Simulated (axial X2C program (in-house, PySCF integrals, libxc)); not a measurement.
**Worked dissociation energy of CrB⁺: MP2, spin-free**

Computed with an in-house relativistic program for diatomic molecules. Spin-free means the one-electron spin-free X2C Hamiltonian. Basis: Cr dyall-cv3z [9s10p6d3f2g], B dyall-v3z [7s6p2d1f] (cores contracted in-house); Gaussian nuclei, density fitting, unrestricted open shells. Masses: Cr 51.941 u, B 11.009 u.

Molecular state: M_S = 3, Λ = 0 (beyond evenly filled blocks: 2 × σα, π+α, π-α, δ+α, δ-α).

Correlated methods: 8 electrons correlated (number of frozen shells: Cr 3 s, 2 p; B 1 s), 242 virtual spin orbitals or spinors in MP2.

```
E(Cr+) (2M_S = 5, M_L = 0) : -1049.532040 hartree
E(B) (2M_S = 1, M_L = 0)   : -24.585375 hartree
E(CrB⁺) at Re              : -1074.166356 hartree
ωe                         : 339.9 cm⁻¹
ωexe                       : 3.47 cm⁻¹
```

Task: Work out De and D0.

Result: De = -1049.532040 + (-24.585375) − (-1074.166356) = 0.04894 hartree = 1.332 eV. The zero-point energy is ωe/2 − ωexe/4 = 169 cm⁻¹ = 0.021 eV, so D0 = 1.311 eV.

Occupations by symmetry block were frozen at the best pattern of an incomplete PBE0 search. De is counted from the lowest determinant-based energies of the atoms at the same level, without counterpoise correction. PBE0 can misorder states that lie within some tenths of an eV, so this need not be the ground state of the molecule. The nearest other spin-free determinant of the search, M_S = 2, Λ = 0, lies 0.36 eV up at the distance of the search.

The levels of this run spread widely (ωe from 336 to 436 cm⁻¹), so these constants depend on the method.

Each atomic determinant is the lowest at this level and need not be a pure term. Totals compare only within one Hamiltonian and basis.
